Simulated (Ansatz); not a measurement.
`OC[SiH]1C[SiH2]1` and `[SeH][SiH]1C[SiH2]1` differ in one atom or group.

Ansatz, PBE0-D4/def2-TZVP geometries, multiplicity 1. Each molecule was computed in one conformer, which needn't be the lowest.

Scalar relativity is left out up to krypton.

| property | `OC[SiH]1C[SiH2]1` |
| --- | --- |
| HOMO–LUMO gap (ωB97M-V/def2-TZVPP) / eV | 9.25 |
| HOMO–LUMO gap (B3LYP/def2-TZVPP) / eV | 5.03 |
| HOMO–LUMO gap (PBE0/def2-TZVPP) / eV | 5.39 |
| size of the dipole moment (ωB97M-V/def2-TZVPP) / D | 1.71 |
| size of the dipole moment (B3LYP/def2-TZVPP) / D | 1.69 |
| LUMO energy (B3LYP/def2-TZVPP) / eV | -1.15 |

Problem. Give the same properties after the change, and the shifts. (Estimate.)

Solution. Computed: 
```tsv
property	`[SeH][SiH]1C[SiH2]1`	shift
HOMO–LUMO gap (ωB97M-V/def2-TZVPP) / eV	10.12	0.87
HOMO–LUMO gap (B3LYP/def2-TZVPP) / eV	5.98	0.95
HOMO–LUMO gap (PBE0/def2-TZVPP) / eV	6.36	0.97
size of the dipole moment (ωB97M-V/def2-TZVPP) / D	1.10	-0.61
size of the dipole moment (B3LYP/def2-TZVPP) / D	1.11	-0.58
LUMO energy (B3LYP/def2-TZVPP) / eV	-0.66	0.49
```

With PBE0 the HOMO falls by 0.47 eV and the LUMO rises by 0.50 eV, so the gap widens by about 0.97 eV. PBE moves the HOMO by -0.41 eV and ωB97M-V by -0.45 eV. Dipoles are sizes alone; their direction can turn.

B3LYP here is the variant with VWN-RPA as its local correlation; programs differ in this.

Spin–orbit coupling is left out; it splits and shifts lone-pair levels of the heavy atoms by tenths of an eV.
